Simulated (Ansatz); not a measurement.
Cost and result for the atomization energy of C2H5FGe (`[F][GeH]1[CH2][CH2]1`) (9 atoms, 9 bonds).

| atom | x (Å) | y (Å) | z (Å) |
| --- | --- | --- | --- |
| F1 | -0.078 | 1.392 | -2.002 |
| Ge2 | 0.561 | 0.845 | -0.481 |
| C3 | 0.188 | -0.984 | -0.043 |
| C4 | -0.713 | 0.040 | 0.704 |
| H5 | 1.787 | 1.669 | -0.131 |
| H6 | -0.305 | -1.592 | -0.795 |
| H7 | 0.892 | -1.548 | 0.561 |
| H8 | -1.757 | 0.058 | 0.410 |
| H9 | -0.575 | 0.120 | 1.777 |

The species carries charge 0 and has multiplicity 1. Correlated methods include outer-core shells of Ge, which these sets cover unevenly. Scalar relativity is left out up to krypton. Geometry: relaxed with PBE0-D4/def2-TZVP. Program: Ansatz. All runs use 4 threads of an Intel Xeon 6975P-C on a shared host. Times are those of one run each, without the atoms' runs, and a repeat can differ threefold. Electronic energies, without spin–orbit coupling; frozen cores. CCSD(T)/CBS adds CCSD(T) − MP2 in def2-TZVPP to the MP2 limit, and its time is that of the two runs behind it. T1 = 0.011. With those shells the extrapolation isn't a true limit. B3LYP takes the VWN-RPA correlation (the form of Gaussian; ORCA's B3LYP/G).

CCSD(T)/CBS is a level of theory with its own doubt, some kJ/mol a heavy atom from the limit and from the frozen cores, so smaller differences don't rank the functionals.

```csv
level,functions,wall time,atomization (kJ/mol),difference from CCSD(T)/CBS,per bond
PBE-D4/def2-TZVPP (with forces),211,1.3 s,3278.3,49.7,5.5
PBE0-D4/def2-TZVPP,211,1.8 s,3221.6,-7.0,-0.8
B3LYP-D4/def2-TZVPP (with forces),211,2.4 s,3197.2,-31.4,-3.5
r2SCAN-D4/def2-TZVPP (with forces),211,2.8 s,3231.5,2.9,0.3
B2PLYP/def2-TZVPP,211,2.9 s,3181.0,-47.6,-5.3
ωB97X-V/def2-TZVPP,211,3.7 s,3229.3,0.7,0.1
ωB97M-V/def2-TZVPP (with forces),211,6 s,3212.6,-16.0,-1.8
MP2/def2-QZVPP,410,15 s,3251.8,23.2,2.6
CCSD(T)/def2-TZVPP,211,33 s,3155.7,-72.9,-8.1
CCSD(T)/CBS(def2),–,48 s,3228.6,0.0,0.0
```

The D4 term adds +24.2 kJ/mol with B3LYP and +12.5 kJ/mol with PBE0; it sums over pairs of atoms, weighted by their polarisabilities, and B3LYP, whose exchange is more repulsive, gets the larger term. In def2-TZVPP, CCSD(T) changes the Hartree–Fock value by +829.8 kJ/mol (the triples alone add +50.4 kJ/mol) and MP2 by +882.8 kJ/mol; breaking electron pairs costs correlation energy, which Hartree–Fock lacks. From PBE to PBE0 (25 % exact exchange), in def2-TZVPP and without D4, the atomization energy moves by −54.2 kJ/mol: exact exchange takes away binding that semilocal exchange gives to molecules.
